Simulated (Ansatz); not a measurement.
Consider the cleavage of the Si–Si bond: `O[SiH2][SiH](O)Cl` + `C[SiH](O)O` → `C[Si@@H](O)O[Si@H](O)Cl` + `O[SiH3]`.

Program: Ansatz. Geometries: PBE0-D4/def2-TZVP. ΔE: electronic, gas phase. CCSD(T)/CBS adds triple-zeta CCSD(T) − MP2 to the extrapolated MP2 energy (def2 sets, frozen cores). Functionals use def2-TZVPP. B3LYP here is the variant with VWN-RPA as its local correlation; programs differ in this. Each species was taken in one conformer, which may not be the lowest.

`O[SiH2][SiH](O)Cl`:

```xyz
10

O    -0.655    1.974   -0.501
Si    0.104    0.699   -1.222
Si    0.168   -1.029    0.367
O     0.159   -0.171    1.775
Cl   -1.505   -2.236    0.262
H    -0.576    2.016    0.455
H     1.497    1.039   -1.633
H    -0.665    0.325   -2.434
H     1.317   -1.970    0.322
H     0.157   -0.646    2.608
```

`C[SiH](O)O`:

Z-matrix (Å, degrees):
```
C
Si 1 1.852
H 1 1.093 2 111.0
H 1 1.093 2 110.6 3 119.4
H 1 1.092 2 110.8 3 -120.4
O 2 1.647 1 105.2 3 -58.4
O 2 1.646 1 112.8 3 64.2
H 2 1.484 1 113.0 3 -179.4
H 6 0.958 2 117.2 1 -175.7
H 7 0.958 2 117.6 1 -54.3
```

`C[Si@@H](O)O[Si@H](O)Cl`:

Cartesian coordinates in Å:
```
C 1.454 0.107 1.728
Si 0.396 0.865 0.423
O 1.135 0.618 -1.035
O -1.070 0.113 0.393
Si -1.805 -0.746 -0.773
O -0.842 -1.900 -1.393
Cl -2.345 0.578 -2.260
H 0.963 0.165 2.702
H 1.640 -0.946 1.503
H 2.416 0.619 1.796
H 0.154 2.314 0.627
H 0.899 1.215 -1.748
H -3.013 -1.394 -0.252
H 0.017 -1.607 -1.712
```

`O[SiH3]`:

Z-matrix (Å, degrees):
```
Si
O 1 1.648
H 1 1.489 2 111.7
H 1 1.489 2 111.7 3 120.9
H 1 1.481 2 105.9 3 -119.6
H 2 0.957 1 117.9 3 -60.5
```

```tsv
level	ΔE (kcal/mol)	difference from CCSD(T)/CBS
PBE-D4	-30.1	6.6
r2SCAN-D4	-35.7	1.0
PBE0-D4	-32.7	4.0
B3LYP-D4	-36.1	0.6
ωB97X-V	-35.9	0.8
ωB97M-V	-37.5	-0.8
B2PLYP	-36.6	0.1
PBE	-29.1	7.6
PBE0	-31.8	4.9
B3LYP	-34.6	2.1
HF/def2-TZVPP	-41.3	-4.6
MP2/def2-TZVPP	-38.6	-1.9
CCSD(T)/def2-TZVPP	-37.2	-0.5
HF/def2-QZVPP	-41.8	-5.1
MP2/CBS(def2)	-38.1	-1.4
CCSD/CBS(def2)	-37.2	-0.5
CCSD(T)/CBS	-36.7	0
```

Largest T1 diagnostic among the species: 0.011.

In def2-TZVPP, CCSD(T) changes the Hartree–Fock value by +4.1 kcal/mol (the triples alone add +0.5 kcal/mol) and MP2 by +2.7 kcal/mol. From PBE to PBE0 (25 % exact exchange), in def2-TZVPP and without D4, ΔE moves by −2.7 kcal/mol.
